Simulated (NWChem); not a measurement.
## Basis-set convergence for HClSSi

```xyz
4

Si    -0.9758    -0.0460     0.0000
Cl     0.4328    -1.6208     0.0000
S      0.4284     1.6035     0.0000
H     -0.5511     2.5415     0.0000
```
Charge 0, spin multiplicity 1.

Program: NWChem. All single points use one geometry, from B3LYP/def2-SVP, a minimum by its harmonic frequencies. It is one conformer; others weren't searched.

Quantity: LUMO energy at the level PBE.

The structure started from a generated list of species.

Costs are rough ratios of processor time within this set of runs, SCF included, with cc-pVDZ as 1.

**Question.** In def2-QZVP the value is -3.37 eV. Among cc-pVDZ, def2-SVP, def2-SVPD, aug-cc-pVDZ, pcseg-2, cc-pVTZ, def2-TZVP, def2-TZVPP, aug-cc-pVTZ, which is the smallest basis within 0.1 eV of it?

**Answer.** def2-SVPD, with 86 functions against 240 and about 1 % of the time (also within reach: aug-cc-pVDZ, pcseg-2, cc-pVTZ, def2-TZVP, def2-TZVPP, aug-cc-pVTZ). def2-QZVP isn't the basis-set limit itself, and a small set can land close by cancellation.

```
basis        functions  LUMO energy (eV)  relative cost
-----------  ---------  ----------------  -------------
cc-pVDZ             59             -3.26              1
def2-SVP            59             -3.20            0.3
def2-SVPD           86             -3.43        under 3
aug-cc-pVDZ         90             -3.41        under 3
pcseg-2            116             -3.42        under 3
cc-pVTZ            116             -3.33        under 3
def2-TZVP          117             -3.32        under 3
def2-TZVPP         140             -3.32        under 3
aug-cc-pVTZ        173             -3.40              6
def2-QZVP          240             -3.37             50
```
